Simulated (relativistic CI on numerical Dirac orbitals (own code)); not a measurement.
**Mn²⁺ in a cubic cluster: 1s photoemission with charge transfer**

Computed with a charge-transfer multiplet model of a cubic metal-ligand cluster with up to 2 ligand holes, Slater and spin-orbit integrals from Dirac-Coulomb-Breit ions, Slater integrals scaled by 0.7. The ground state mixes d5 with configurations of k ligand holes L, whose averages lie at kΔ + k(k − 1)U_dd/2; a core hole lowers each added d electron by U_cd. 300 K, Lorentzian 1.1 eV and Gaussian 0.6 eV FWHM.

Atomic integrals in eV (Slater integrals scaled, ζ unscaled), ground: F2dd 7.178, F4dd 4.458, zeta_d 0.037; with the core hole: F2dd 8.443, F4dd 5.278, zeta_d 0.058, G2cd 0.043.

Cluster parameters (eV): Δ = 6.8, U_dd = 7, U_cd = 8.2, 10Dq(ligand) = 1.3, V(eg) = 2.05, V(t2g) = -0.94, final-state hopping factor = 1.

```tsv
Case	n_d	d5	d6L	d7L2	S
10Dq = -0.5 eV	5.14	0.87	0.13	0.00	2.50
10Dq = 0.4 eV	5.13	0.88	0.12	0.00	2.50
10Dq = 1.3 eV	5.12	0.88	0.11	0.00	2.50
```

Weights, n_d and S are thermal averages at 300 K. Binding energies count from the first peak over 30 % of the highest in each spectrum, which can be another peak from case to case. The parameters are a model scan and need not match a compound or its usual spin state. A negative ionic 10Dq is a model choice; hopping adds the covalent part of the field. Peaks in eV (height, largest 100):
- 10Dq = -0.5 eV: 0.0 (100), 6.1 (37)
- 10Dq = 0.4 eV: 0.0 (100), 6.1 (35)
- 10Dq = 1.3 eV: 0.0 (100), 6.1 (32)

Curve for 10Dq = -0.5 eV (points under 2 left out, the grid thinned):

| E (eV) | Intensity |
| --- | --- |
| -3.5 | 3.1 |
| -3.2 | 3.6 |
| -2.9 | 4.4 |
| -2.6 | 5.4 |
| -2.4 | 6.4 |
| -2.1 | 8.2 |
| -1.8 | 11.1 |
| -1.5 | 15.7 |
| -1.2 | 23.5 |
| -0.9 | 37.6 |
| -0.7 | 52.2 |
| -0.4 | 80.1 |
| -0.1 | 99.4 |
| 0.2 | 91.1 |
| 0.5 | 64.1 |
| 0.8 | 39.8 |
| 1.0 | 29.0 |
| 1.3 | 19.0 |
| 1.6 | 13.4 |
| 1.9 | 10.0 |
| 2.2 | 8.0 |
| 2.5 | 6.7 |
| 2.7 | 6.2 |
| 3.0 | 5.8 |
| 3.3 | 5.9 |
| 3.6 | 6.6 |
| 3.9 | 7.4 |
| 4.2 | 7.9 |
| 4.5 | 8.2 |
| 4.7 | 8.7 |
| 5.0 | 10.8 |
| 5.3 | 15.5 |
| 5.6 | 23.7 |
| 5.9 | 33.3 |
| 6.2 | 36.7 |
| 6.4 | 33.2 |
| 6.7 | 23.3 |
| 7.0 | 14.6 |
| 7.3 | 9.3 |
| 7.6 | 6.4 |
| 7.9 | 4.6 |
| 8.1 | 3.8 |
| 8.4 | 3.0 |
| 8.7 | 2.5 |
| 9.0 | 2.1 |

For the case 10Dq = 0.4 eV, Δ = 6.8 eV is smaller than U_dd = 7 eV, the charge-transfer side of the Zaanen-Sawatzky-Allen scheme. With the core hole the average of the configuration with one ligand hole lies at Δ − U_cd = -1.4 eV before mixing: the effective hopping of about 3.3 eV (from the holes of the mixed ground state) is comparable with this gap or larger, so the configurations mix strongly.
